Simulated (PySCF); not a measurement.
# Molecular orbitals of BeSn⁺

LC-ωPBE at R = 2.565 Å; Be x2c-SVPall, Sn x2c-SVPall; spin-free X2C with a Gaussian nucleus (PySCF 2.14). State: ²Π (doublet), unpaired electrons π ↑. Only the outer orbitals are listed, counted within each symmetry.

| spin | orbital | occ. | ε (eV) | on Be (%) | main shells (%) |
| --- | --- | --- | --- | --- | --- |
| α | 2δ | 1 | -37.34 | 0 | 100 Sn d |
| α | 5π | 1 | -37.29 | 0 | 100 Sn d |
| α | 2δ | 1 | -37.20 | 0 | 100 Sn d |
| α | 10σ | 1 | -37.01 | 0 | 100 Sn d |
| α | 5π | 1 | -37.01 | 0 | 100 Sn d |
| α | 11σ | 1 | -21.45 | 12 | 86 Sn s, 9 Be s |
| α | 12σ | 1 | -14.98 | 50 | 47 Be s, 36 Sn p, 12 Sn s |
| α | 6π | 1 | -12.90 | 10 | 90 Sn p, 10 Be p |
| α | 6π | 0 | -6.59 | 23 | 76 Sn p, 23 Be p |
| α | 13σ | 0 | -6.44 | 74 | 39 Be s, 35 Be p, 26 Sn p |
| α | 7π | 0 | -4.45 | 87 | 86 Be p, 11 Sn p |
| β | 10σ | 1 | -37.30 | 0 | 100 Sn d |
| β | 5π | 1 | -37.26 | 0 | 100 Sn d |
| β | 2δ | 1 | -37.07 | 0 | 100 Sn d |
| β | 5π | 1 | -36.86 | 0 | 100 Sn d |
| β | 2δ | 1 | -36.85 | 0 | 100 Sn d |
| β | 11σ | 1 | -20.20 | 15 | 83 Sn s, 12 Be s |
| β | 12σ | 1 | -14.65 | 61 | 60 Be s, 23 Sn p, 15 Sn s |
| β | 13σ | 0 | -6.60 | 64 | 44 Be p, 35 Sn p, 20 Be s |
| β | 6π | 0 | -6.35 | 30 | 69 Sn p, 30 Be p |
| β | 6π | 0 | -5.74 | 44 | 55 Sn p, 44 Be p |

Which are the highest filled and the lowest empty level, where do they sit, and how wide is the gap?

Highest filled α 6π at -12.90 eV (in %: 90 Sn p, 10 Be p); lowest empty β 13σ at -6.60 eV (in %: 44 Be p, 35 Sn p, 20 Be s); the gap at LC-ωPBE is 6.30 eV.

* bond order (Mayer): 1.06
* ⟨S²⟩: 0.787
* charge on Be (Mulliken, basis-dependent): 0.51
* charge on Be (Löwdin, basis-dependent): 0.44
* dipole moment (positive dipole points towards Sn; it is taken about the centre of mass and depends on that origin): -6.15 D

Spin–orbit coupling is left out. The state is the lowest determinant that a PBE0 search found; another state may lie lower at other levels.
